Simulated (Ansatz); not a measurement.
Isolated molecules relaxed with PBE0-D4/def2-TZVP in Ansatz; ΔE leaves out vibrations. CBS: MP2 limit from def2 TZ/QZ plus the TZ coupled-cluster correction, frozen cores. This one scheme is used for every species, atoms too. Functionals use def2-TZVPP. B3LYP here is the variant with VWN-RPA as its local correlation; programs differ in this. Open shells (•) are unrestricted, without spin–orbit coupling. Spin–orbit coupling would lower the free atoms: a little for B, C; strongly for Sn. def2 core potentials past Kr. Bonds to Sn are less sure, by a few kJ/mol each and by 10 to 20 or more in all where they break to atoms, as the def2 sets lack core-valence functions. One conformer a species, not always the lowest.

Consider the atomization: `B[CH2][SnH2][CH3]` → B• + 2 C• + 9 H• + Sn•.

`B[CH2][SnH2][CH3]`:

Z-matrix (Å, degrees):
```
Sn
C 1 2.213
B 1 2.765 2 33.0
C 1 2.136 2 106.9 3 112.9
H 1 1.709 2 106.2 3 -127.1
H 1 1.710 2 112.2 3 -8.2
H 2 1.089 1 104.0 3 121.8
H 2 1.090 1 102.2 3 -121.2
H 3 1.201 1 104.3 2 117.5
H 3 1.200 1 107.5 2 -115.7
H 4 1.090 1 110.3 2 179.9
H 4 1.090 1 109.3 2 -60.3
H 4 1.090 1 109.9 2 59.5
```

| level | ΔE (kcal/mol) |
| --- | --- |
| r2SCAN-D4 | 1043.3 |
| PBE | 1041.5 |
| PBE0 | 1035.8 |
| B3LYP | 1032.2 |
| SCS-MP2/def2-TZVPP | 1023.6 |
| CCSD(T)/def2-TZVPP | 1022.6 |
| HF/def2-QZVPP | 793.2 |
| CCSD/CBS(def2) | 1032.6 |

**Question.** What does CCSD(T)/CBS give? (Best estimate.)

**Answer.** The calculation gave: +1044.1 kcal/mol. The listed levels differ from it by -0.8, -2.6, -8.3, -11.9, -20.5, -21.5, -250.9, -11.5 kcal/mol.

Largest T1 diagnostic among the species: 0.014.

From PBE to PBE0 (25 % exact exchange), in def2-TZVPP and without D4, ΔE moves by −5.6 kcal/mol: exact exchange takes away binding that semilocal exchange gives to molecules. The D4 term adds +9.5 kcal/mol with B3LYP and +5.0 kcal/mol with PBE0; it sums over pairs of atoms, weighted by their polarisabilities, and B3LYP, whose exchange is more repulsive, gets the larger term.

For atomizations the MP2-based limit and the directly extrapolated one differ by several kJ/mol either way, and by 10 to 25 for some Ge, Se and Sn compounds, so smaller differences from it don't rank the levels.
